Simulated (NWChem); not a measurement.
Cl2 anion, doublet

```xyz
2

Cl     0.0000     0.0000    -1.3603
Cl     0.0000     0.0000     1.3603
```
Atoms are numbered in this order, from 1.

Program: NWChem. Spin-unrestricted. Sets without diffuse functions describe the anion's extra electron poorly. Geometry: optimised at B3LYP/def2-SVPD, spin-unrestricted. No stability test was run on the SCF state. Level MN15/def2-SVP: energy and gradient on several grids; changes count from the extra-fine grid, which is no exact limit either.

Which is the coarsest grid (coarse; xcoarse; medium; fine; xfine) from which on the energy stays within 500 μHa and each gradient component within 500 μHa/bohr of xfine?

xcoarse.
| grid | size of the energy change (μHa) | largest change of a gradient component (μHa/bohr) |
|---|---|---|
| xcoarse | 200 | < 30 |
| coarse | < 10 | 70 |
| medium | < 10 | < 30 |
| fine | < 10 | < 30 |
| xfine | < 10 | < 30 |
